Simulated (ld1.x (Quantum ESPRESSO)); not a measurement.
**Before and after: TM potential for Te**

ld1.x (Quantum ESPRESSO) 7.5 input, shortened:

```
&input
   title='Te', zed=52., rel=1, dft='PZ', iswitch=3,
   config='[Kr] 4d10 4f-2 5s2 5p2'
 /
 &inputp
   pseudotype=2, tm=.true., lloc=0,
   nlcc=.false.
 /
4
5P  2  1   2.00   0.00  1.75  1.75  0.0
4D  3  2  10.00   0.00  1.10  1.10  0.0
4F  4  3  -2.00   0.30  1.45  1.45  0.0
5S  1  0   2.00   0.00  1.70  1.70  0.0
 &test
   configts(1)='4d10 5s2 5p2'
 /
```

Change: reference 4d10 5s2 5p4.

Cutoffs: the cutoffs (Ry, on a coarse ladder) from which the occupation-weighted sum of valence levels, in a spherical-Bessel basis at the reference potential, stays within 10 and 1 mRy of its value at 400 Ry; they do not see the model core or the augmentation charge, which bear on the density cutoff. Errors are all-electron minus pseudo energies relative to the spin-unpolarised reference configuration.

Task: What does the change do?

Result: The potential gets neither clearly harder nor softer (120 Ry and 200 Ry → 120 Ry and 200 Ry); the d channel sets the loose cutoff, while the largest relative change is in p, which becomes softer; the range in which the s phases agree widens (upper end 2.9 → 4.2); the range in which the d phases agree widens (upper end -1.5 → -0.1); neither file shows a bound ghost.

| quantity | base | changed |
| --- | --- | --- |
| cutoff, loose | 120 Ry | 120 Ry |
| cutoff, tight | 200 Ry | 200 Ry |
| loose cutoff by channel (10 mRy a level) | p 30 Ry, d 100 Ry, s 25 Ry | p 25 Ry, d 100 Ry, s 21 Ry |
| bound ghosts | none | none |
| largest error over its own tests, meV | -475 | -315 |
| s: phases at 1.90 bohr within 0.05 rad from the reference energy up to (Ry; the scan ends near 5) | 2.9 | 4.2 |
| p: phases at 1.90 bohr within 0.05 rad from the reference energy up to (Ry; the scan ends near 5) | to the end of the scan | to the end of the scan |
| d: phases at 1.90 bohr within 0.05 rad from the reference energy up to (Ry; the scan ends near 5) | -1.5 | -0.1 |
| f: phases at 1.90 bohr within 0.05 rad from the reference energy up to (Ry; the scan ends near 5) | 2.6 | 1.4 |
